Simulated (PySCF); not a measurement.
C₃H₆NO, SMILES C[N]C(C)=O (connectivity only; charge and spin as stated), charge -1, multiplicity 1. Atoms are numbered in the order given.

```xyz
11

C     -0.0520     1.8271     0.0000
N     -0.8360     0.6258     0.0000
C     -0.2129    -0.5495     0.0000
C      1.3425    -0.5799     0.0000
O     -0.7941    -1.6803     0.0000
H     -0.7213     2.7162     0.0000
H      0.6252     1.9558    -0.8934
H      0.6252     1.9558     0.8934
H      1.6841    -1.6304     0.0000
H      1.7632    -0.0605    -0.8894
H      1.7632    -0.0605     0.8894
```
Charge -1, spin multiplicity 1.

Geometry optimised at PBE-D3(BJ)/def2-SVPD. The multiplicity is an assumed one; no other spin state was optimised. The isomer is the one that the SMILES or the coordinates give; other isomers of the formula were not compared.

Method: PBE-D3(BJ)/def2-SVPD run with PySCF.

Frequencies are harmonic and unscaled.

```tsv
mode	ν (cm⁻¹)	IR (km/mol)	moving atoms (share of kinetic energy)
1	124	0.1	H 97 %
2	160	0.1	H 81 %, O 8 %
3	236	1.9	N 40 %, H 36 %, O 12 %, C 12 %
4	318	0.7	C 60 %, H 33 %
5	473	1.1	O 30 %, H 28 %, N 24 %, C 17 %
6	562	5.7	C 50 %, H 36 %
7	575	7.2	C 46 %, O 30 %, H 14 %, N 10 %
8	777	6.1	C 54 %, O 20 %, H 13 %, N 13 %
9	939	13.7	H 65 %, C 24 %
10	967	1.8	H 50 %, C 47 %
11	1058	1.3	H 73 %, C 21 %
12	1068	51.9	N 43 %, C 39 %, H 16 %
13	1088	33.9	H 60 %, C 36 %
14	1255	15.0	H 78 %, C 21 %
15	1342	94.5	H 70 %, C 23 %
16	1363	68.2	H 49 %, C 24 %, N 14 %, O 12 %
17	1388	28.4	H 79 %, C 11 %
18	1392	1.3	H 96 %
19	1404	18.0	H 79 %, C 9 %, N 8 %
20	1415	3.2	H 96 %
21	1601	723.0	C 67 %, O 15 %, N 14 %
22	2743	286.6	H 96 %
23	2756	210.3	H 91 %, C 9 %
24	2918	70.9	H 94 %
25	2921	108.3	H 95 %
26	2988	49.2	H 91 %, C 9 %
27	3055	37.2	H 91 %, C 9 %
```
